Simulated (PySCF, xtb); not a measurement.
CH3Cl2NSi2, SMILES Cl[Si]1(Cl)N=C[SiH2]1.

Harmonic wavenumbers (cm⁻¹) from GFN2-xTB in xtb 6.7.1 at its own minimum, in rising order: 73, 100, 132, 159, 280, 310, 359, 448, 468, 518, 523, 577, 694, 733, 768, 820, 1217, 1594, 2255, 2258, 3002.

Task: What does PBE0-D3(BJ)/def2-SVP (PySCF 2.14.0) give at its own minimum? (The exact figures need the calculation; the answer reports its results.)

Result: 85, 117, 162, 202, 280, 355, 462, 466, 556, 585, 625, 660, 761, 776, 905, 929, 1290, 1612, 2222, 2238, 3062. Paired by order, the mean absolute difference is 56 cm⁻¹ and the zero-point energies are 24.7 and 26.2 kcal/mol.
